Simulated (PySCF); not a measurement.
A PySCF script (with the pyscf-properties extension) for the NMR shieldings of `C#C[C@H](SC(C)C)B(Cl)Cl`, C6H9BCl2S, on a GFN2-xTB geometry:

```python
import basis_set_exchange as bse
import numpy as np
from pyscf import gto, dft
from pyscf.prop import nmr

atoms = """
C    -2.507704    1.979206    0.034748
C    -2.162947    0.887637    0.386363
C    -1.717596   -0.421428    0.796242
S     0.026917   -0.343273    1.474920
C     1.105114   -0.276603   -0.019885
C     0.966487    1.054166   -0.736208
C     2.526284   -0.517756    0.466162
B    -1.785515   -1.553895   -0.320619
Cl   -1.896222   -1.140957   -1.987647
Cl   -1.716755   -3.210206    0.123110
H    -2.821888    2.933206   -0.266816
H    -2.263189   -0.712515    1.700357
H     0.790271   -1.097205   -0.669605
H     1.214852    1.870357   -0.061247
H    -0.048668    1.199621   -1.097395
H     1.644901    1.084153   -1.587085
H     3.212205   -0.516069   -0.378497
H     2.599852   -1.475245    0.976233
H     2.823800    0.266057    1.159408
"""
names = dict.fromkeys(["C", "S", "B", "Cl", "H"], "pcSseg-1")
basis = {el: gto.basis.parse(bse.get_basis(n, elements=[el], fmt="nwchem")) for el, n in names.items()}
mol = gto.M(atom=atoms, basis=basis, charge=0, verbose=0)
mf = dft.RKS(mol, xc="PBE0")
mf.grids.level = 2
mf.grids.alignment = dft.numint.BLKSIZE   # the property module wants whole blocks of grid points
mf.conv_tol = 1e-9
mf.kernel()

calc = nmr.RKS(mf)   # GIAO
C = mf.mo_coeff
Co = C[:, mf.mo_occ > 0]
resp = mf.gen_response(singlet=True, hermi=2)
def vind(x):   # induced exchange potential for any number of trial vectors
    d = np.einsum("pi,xij,qj->xpq", C, 2 * x.reshape(-1, C.shape[1], Co.shape[1]), Co, optimize=True)
    return np.einsum("xpq,pi,qj->xij", resp(d - d.transpose(0, 2, 1)), C, Co, optimize=True).ravel()
mo1, _ = nmr.rhf.solve_mo1(calc, with_cphf=vind)
sigma = calc.kernel(mo1)
for i, s in enumerate(sigma):   # ppm
    print("%2d %-2s %9.2f" % (i, mol.atom_pure_symbol(i), np.trace(s) / 3))
```

Q: What are the results?

A: 
```
 0 C     104.42
 1 C      98.57
 2 C     151.06
 3 S     332.60
 4 C     141.64
 5 C     159.57
 6 C     162.73
 7 B      41.88
 8 Cl    643.31
 9 Cl    686.60
10 H      29.71
11 H      28.36
12 H      28.88
13 H      30.58
14 H      28.93
15 H      30.54
16 H      30.44
17 H      30.39
18 H      30.67
```

These numbers come from an equivalent density-fitted implementation of the same equations, which agrees with the script to about 0.01 ppm for H and up to a few tenths of a ppm for heavy atoms, so last digits may differ.

Size and cost of the density-fitted run: 236 basis functions, 74 s wall time on 1 thread of an Arm Neoverse V1, shared host; peak memory 1.1 GiB.
